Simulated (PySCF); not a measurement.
## How methods differ on the ionisation energy of Bi²⁺

Bi²⁺ [Xe] 4f14 5d10 6s2 6p1 (2P) → Bi³⁺ [Xe] 4f14 5d10 6s2 (1S), as a difference of total energies. Calculation: PySCF 2.14, in aug-cc-pwCVTZ-PP with ECP60MDF (8s7p6d4f1g, 96 functions); a scalar-relativistic core potential. Correlated levels: valence: 5s2 5p6 5d10 frozen. The calculations carry no spin-orbit coupling.

```tsv
method	ionisation energy (eV)
UHF	23.059
MP2 (valence)	23.270
SCS-MP2 (valence)	23.260
CCSD (valence)	23.323
CCSD(T) (valence)	23.334
```

Question: How much does correlation contribute at CCSD(T) (valence)?

Answer: 23.334 − (23.059) = 0.275 eV, measured against UHF.

The reference lies between the lowest fine-structure levels, while these numbers refer to the centres of the terms.

Errors of the correlated levels include the incompleteness of this basis and the frozen core.

Every method misses the reference by a wide margin, which points to the basis or the choice of state and not to the methods.

For comparison: 25.571 eV (measured; NIST Atomic Spectra Database, ionization energies).
